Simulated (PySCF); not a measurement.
This script is equivalent to a calculation on Se (selenium, neutral).

```python
from pyscf import gto, scf, dft, mp, cc
import basis_set_exchange as bse
mol = gto.M(atom="Se 0 0 0", charge=0, spin=2, symmetry="D2h",
            basis=gto.basis.parse(bse.get_basis("pcseg-2", elements=["Se"], fmt="nwchem", header=False)))
mf = scf.UHF(mol)
mf.irrep_nelec = {'Ag': (6, 6), 'B1g': (1, 1), 'B2g': (1, 1), 'B3g': (1, 1), 'B1u': (3, 2), 'B2u': (3, 3), 'B3u': (3, 2)}
mf.kernel()
```

(1) What total energy does it give?

(2) Which occupied shell lies highest, and where?

(3) What is ⟨S²⟩, and what would a pure spin state give?

Results:

(1) -2399.84461 hartree (calculated).

(2) 4p β, at -9.472 eV.

(3) 2.010, against 2.00.
